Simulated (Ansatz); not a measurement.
`C[CH2][Ge][NH2]` + H–F → `C[CH2][Ge][F]` + NH₃ at 700 K and 1 bar (ligand exchange at a Ge–N bond).

Calculated with Ansatz (gas phase, PBE0-D4/def2-TZVP geometries, no zero-point term in ΔE). CBS: MP2 limit from def2 TZ/QZ plus the TZ coupled-cluster correction, frozen cores. This one scheme is used for every species. For Ge outer-core shells are correlated without core-valence functions, which leaves a few kJ/mol of doubt a bond. Scalar relativity is left out up to krypton. Each species was taken in one conformer, which may not be the lowest.

```json
{"species": "`C[CH2][Ge][NH2]`", "CCSD(T)/CBS energy (Eh)": "-2211.13801", "H − E (kJ/mol)": "311.0", "S (J/(mol·K))": "450.5"}
{"species": "H–F", "CCSD(T)/CBS energy (Eh)": "-100.39570", "H − E (kJ/mol)": "45.2", "S (J/(mol·K))": "198.5"}
{"species": "`C[CH2][Ge][F]`", "CCSD(T)/CBS energy (Eh)": "-2255.03793", "H − E (kJ/mol)": "237.1", "S (J/(mol·K))": "430.8"}
{"species": "NH₃", "CCSD(T)/CBS energy (Eh)": "-56.50880", "H − E (kJ/mol)": "116.9", "S (J/(mol·K))": "226.5"}
```

H − E and S are ideal-gas, rigid-rotor, harmonic terms from PBE0-D4/def2-TZVP, for one conformer and one mirror image of each species. 1 Eh = 2625.50 kJ/mol, R = 8.31446 J/(mol·K).

Question: By hand: ΔE, ΔH, ΔS and ΔG.

Answer: ΔE = (-2255.03793) + (-56.50880) − (-2211.13801) − (-100.39570) = -0.01302 Eh = -34.2 kJ/mol. Δ(H − E) = 237.1 + 116.9 − 311.0 − 45.2 = -2.2, so ΔH = -36.4 kJ/mol. ΔS = 430.8 + 226.5 − 450.5 − 198.5 = 8.3 J/(mol·K). ΔG = -36.4 − 700 × (8.3)/1000 = -42.2 kJ/mol.

Question: By hand: the equilibrium constant, and the temperature at which ΔG would vanish if ΔH and ΔS stayed fixed.

Answer: log₁₀ K = −ΔG/(RT ln 10) = 3.1. ΔH and −TΔS have one sign here, so there is no such temperature.

The number of gas molecules stays the same, so ΔS is small and ΔH decides. A doubt of 5 kJ/mol in ΔE shifts log₁₀ K by 0.4 here. Other conformers and mirror images would add mixing entropy, several J/(mol·K) or more a flexible species. Modes under 60 cm⁻¹, often nearly free rotors, make the harmonic entropy too high. These are equilibria of isolated gas molecules and say nothing of rates. Largest T1 diagnostic: 0.013 (customary marks: 0.02 for closed shells, 0.045 for open ones).

ΔS is within the doubt of such terms, so its sign, and with it that verdict, could turn.
